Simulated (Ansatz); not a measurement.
The inner images of a band of C2H8AlN + ClH (14 atoms, charge 0, multiplicity 1) are given out of order.

The calculation used RKS PBE0/6-31G* in Ansatz 0.2.0.

Image 0:

```xyz
14
Properties=species:S:1:pos:R:3
Al -0.132 0.409 -0.082
C 1.684 0.067 0.613
C -0.731 -0.093 -1.884
N -1.182 1.479 0.894
H 0.460 -2.442 1.562
Cl -0.691 -2.473 0.990
H 1.716 0.002 1.709
H 2.365 0.882 0.334
H 2.124 -0.853 0.205
H -0.531 -1.150 -2.100
H -0.207 0.493 -2.652
H -1.805 0.075 -2.030
H -2.116 1.762 0.632
H -0.955 1.841 1.810
```

Image 8:

```xyz
14
Properties=species:S:1:pos:R:3
Al -1.260 -0.070 0.072
C 2.025 -0.478 0.746
C -0.748 -0.269 -1.795
N -1.428 1.483 0.911
H 1.416 -1.368 0.934
Cl -1.784 -1.771 1.231
H 2.951 -0.558 1.321
H 1.489 0.423 1.066
H 2.262 -0.410 -0.319
H -0.004 -1.064 -1.917
H -0.328 0.655 -2.207
H -1.615 -0.543 -2.409
H -1.240 2.386 0.497
H -1.735 1.584 1.868
```

Question: Put them in order from the first end to the last, with their energies above the first end.
A.
```xyz
14
Properties=species:S:1:pos:R:3
Al -0.817 -0.141 0.073
C 1.782 -0.335 0.785
C -0.726 -0.211 -1.870
N -1.091 1.390 0.963
H 0.912 -0.995 0.910
Cl -1.230 -2.043 1.008
H 2.194 -0.237 1.791
H 1.570 0.666 0.394
H 2.468 -0.859 0.120
H -0.294 -1.154 -2.220
H -0.194 0.616 -2.352
H -1.761 -0.187 -2.236
H -1.874 1.968 0.679
H -0.939 1.520 1.955
```
B.
```xyz
14
Properties=species:S:1:pos:R:3
Al -0.307 0.166 0.008
C 1.584 -0.208 0.695
C -0.679 -0.188 -1.876
N -1.119 1.446 0.949
H 0.444 -1.377 1.017
Cl -0.724 -2.182 1.092
H 1.851 -0.286 1.756
H 1.922 0.803 0.405
H 2.210 -0.902 0.124
H -0.295 -1.166 -2.189
H -0.218 0.569 -2.522
H -1.756 -0.180 -2.084
H -2.038 1.803 0.728
H -0.874 1.699 1.897
```
C.
```xyz
14
Properties=species:S:1:pos:R:3
Al -0.184 0.344 -0.058
C 1.633 -0.043 0.636
C -0.705 -0.144 -1.884
N -1.158 1.474 0.923
H 0.444 -1.890 1.268
Cl -0.742 -2.376 1.098
H 1.725 -0.192 1.721
H 2.239 0.848 0.419
H 2.144 -0.874 0.131
H -0.339 -1.143 -2.151
H -0.273 0.558 -2.609
H -1.790 -0.141 -2.039
H -2.089 1.795 0.692
H -0.904 1.785 1.851
```
D.
```xyz
14
Properties=species:S:1:pos:R:3
Al -1.258 -0.103 0.077
C 2.059 -0.447 0.737
C -0.803 -0.254 -1.809
N -1.425 1.434 0.945
H 1.370 -1.282 0.895
Cl -1.713 -1.833 1.220
H 2.783 -0.433 1.555
H 1.518 0.504 0.733
H 2.580 -0.578 -0.214
H -0.154 -1.117 -1.994
H -0.292 0.641 -2.180
H -1.706 -0.394 -2.417
H -1.267 2.345 0.536
H -1.694 1.518 1.915
```
E.
```xyz
14
Properties=species:S:1:pos:R:3
Al -0.540 -0.020 0.060
C 1.639 -0.327 0.765
C -0.672 -0.187 -1.876
N -1.087 1.442 0.946
H 0.737 -1.047 0.922
Cl -0.924 -2.088 1.003
H 1.974 -0.298 1.800
H 1.704 0.716 0.405
H 2.295 -0.924 0.135
H -0.295 -1.160 -2.207
H -0.204 0.593 -2.486
H -1.747 -0.175 -2.105
H -2.006 1.813 0.727
H -0.874 1.662 1.910
```
F.
```xyz
14
Properties=species:S:1:pos:R:3
Al -1.031 -0.170 0.069
C 1.896 -0.350 0.772
C -0.799 -0.228 -1.864
N -1.208 1.336 0.995
H 1.064 -1.051 0.904
Cl -1.392 -2.004 1.098
H 2.346 -0.202 1.755
H 1.568 0.619 0.385
H 2.613 -0.804 0.085
H -0.304 -1.154 -2.178
H -0.223 0.617 -2.257
H -1.782 -0.212 -2.352
H -1.554 2.192 0.586
H -1.193 1.411 2.002
```
G.
```xyz
14
Properties=species:S:1:pos:R:3
Al -1.198 -0.143 0.069
C 2.021 -0.398 0.748
C -0.837 -0.237 -1.842
N -1.360 1.367 0.982
H 1.252 -1.164 0.892
Cl -1.576 -1.917 1.177
H 2.535 -0.245 1.699
H 1.578 0.551 0.433
H 2.729 -0.742 -0.009
H -0.265 -1.137 -2.095
H -0.274 0.633 -2.198
H -1.773 -0.279 -2.412
H -1.294 2.292 0.580
H -1.539 1.420 1.975
```

Answer: C (+5.2 kJ/mol), B (+22.7 kJ/mol), E (-89.0 kJ/mol), A (-159.8 kJ/mol), F (-181.3 kJ/mol), G (-191.7 kJ/mol), D (-193.8 kJ/mol).

Time of the run: 3.7 min on 2 threads of Intel(R) Xeon(R) Platinum 8488C (Sapphire Rapids), on a shared host, peak memory 0.27 GiB.
